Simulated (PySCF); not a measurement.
Bi(Br)(Me)2, SMILES [Bi]([Br])([CH3])[CH3], singlet, B3LYP/def2-SVP optimised geometry.

```
10

Bi    -1.21    -0.83     0.00
Br    -1.45     1.83     0.00
C     -1.33    -1.04    -2.28
H     -2.37    -0.90    -2.61
H     -0.98    -2.04    -2.56
H     -0.68    -0.27    -2.74
C      1.09    -0.83     0.00
H      1.45    -0.56     1.00
H      1.44    -0.09    -0.74
H      1.44    -1.83    -0.27
```

Density from B3LYP/def2-TZVP, def2 effective core potentials past Kr (PySCF) at that geometry. The core electrons that the potentials of Bi replace are not part of the density.

Minimum of the electron density along straight lines between bonded atoms, close to the bond critical point (lines longer than 1.1 times the sum of covalent radii, or with two minima, are not listed):

```
bond     length / Å  ρ at the minimum / e bohr⁻³  ∇²ρ there / e bohr⁻⁵  position (fraction from the first atom)
-------  ----------  ---------------------------  --------------------  ---------------------------------------
Bi1–Br2       2.671                        0.063                  0.08                                     0.48
Bi1–C3        2.296                        0.094                  0.06                                     0.53
C3–H4         1.099                        0.272                 -0.91                                     0.64
C3–H5         1.101                        0.269                 -0.89                                     0.64
C3–H6         1.098                        0.272                 -0.91                                     0.64
Bi1–C7        2.296                        0.094                  0.06                                     0.53
C7–H8         1.099                        0.272                 -0.91                                     0.64
C7–H9         1.098                        0.272                 -0.91                                     0.64
C7–H10        1.101                        0.269                 -0.89                                     0.64
```
